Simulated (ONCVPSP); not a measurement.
## What one change does to a pseudopotential (Cs, ONCV)

caesium, optimised norm-conserving Vanderbilt (ONCV), made with ONCVPSP 4.0.1 (PBE, fully relativistic). Core [Kr] 4d10, reference 5s2 5p6 6s1. Waves: 5s+6s: rc 2.55 bohr, ncon 4, nbas 7, qcut 3.7 1/bohr, 3 projectors, debl 3.5 Ha; 5p: rc 3.05 bohr, ncon 3, nbas 6, qcut 3.7 1/bohr, 1 projector; d scattering state at 0.11 Ha: rc 2.55 bohr, ncon 4, nbas 9, qcut 4.1 1/bohr, local. Local part: the d channel. Core correction: polynomial model core, fcfact 0.7.

Open shells are filled in proportion to 2j + 1.

In the d channel the program set the typed energies aside and used 0.050 Ha (j = l + 1/2; the other j can differ).

Change: reference 5s2 5p6 6s0.5 6p0.5; wave 5p: rc 3.05 bohr, ncon 3, nbas 6, qcut 3.7 1/bohr, 1 projector becomes 5p+6p: rc 3.05 bohr, ncon 3, nbas 6, qcut 3.7 1/bohr, 2 projectors.

Cutoffs: the cutoffs (Ha) at which the residual kinetic energy of the hardest occupied pseudo-wave falls to 1 and 0.1 mHa per electron; they do not see the model core or the augmentation charge, which bear on the density cutoff. Errors are all-electron minus pseudo energies relative to the spin-unpolarised reference configuration.

Question: What does the change do?

Answer: The potential gets neither clearly harder nor softer (5.9 Ha and 13 Ha → 5.9 Ha and 13 Ha); the range in which the p3/2 phases agree widens (upper end 0.2 → 2.6); the range in which the p1/2 phases agree widens (upper end 0.2 → 2.7); neither file shows a bound ghost.

| quantity | base | changed |
| --- | --- | --- |
| cutoff, loose | 5.9 Ha | 5.9 Ha |
| cutoff, tight | 13 Ha | 13 Ha |
| loose cutoff by channel | s 5.9 Ha, p 4.2 Ha | s 5.9 Ha, p 4.2 Ha |
| bound ghosts | none | none |
| GHOST(+) flags under 300 eV | s at 189.6 eV | s at 189.0 eV |
| largest error over its own tests, meV | +21 | -23 |
| s: phases at 2.58 bohr within 0.05 rad from the reference energy up to (Ha; the scan ends near 5) | to the end of the scan | to the end of the scan |
| p3/2: phases at 3.09 bohr within 0.05 rad from the reference energy up to (Ha; the scan ends near 5) | 0.2 | 2.6 |
| p1/2: phases at 3.09 bohr within 0.05 rad from the reference energy up to (Ha; the scan ends near 5) | 0.2 | 2.7 |
| d5/2: phases at 2.58 bohr within 0.05 rad from the reference energy up to (Ha; the scan ends near 5) | 1.8 | 1.8 |
| d3/2: phases at 2.58 bohr within 0.05 rad from the reference energy up to (Ha; the scan ends near 5) | 1.9 | 1.9 |
| rms error of d²Exc/dni dnj with the model core, mHa | 1.98 | 1.50 |

Base: The cutoffs count occupied waves only; projector 3 of the s channel, the hardest unoccupied one, needs 26 Ha at the loose tolerance. These tests converged, but a pseudo level misses the all-electron one widely, so the file describes the atom poorly there or has found another state: 5s2 5p6 6s0 6p1: empty 6s by 2.9 eV. Changed file: The cutoffs count occupied waves only; projector 3 of the s channel, the hardest unoccupied one, needs 26 Ha at the loose tolerance.
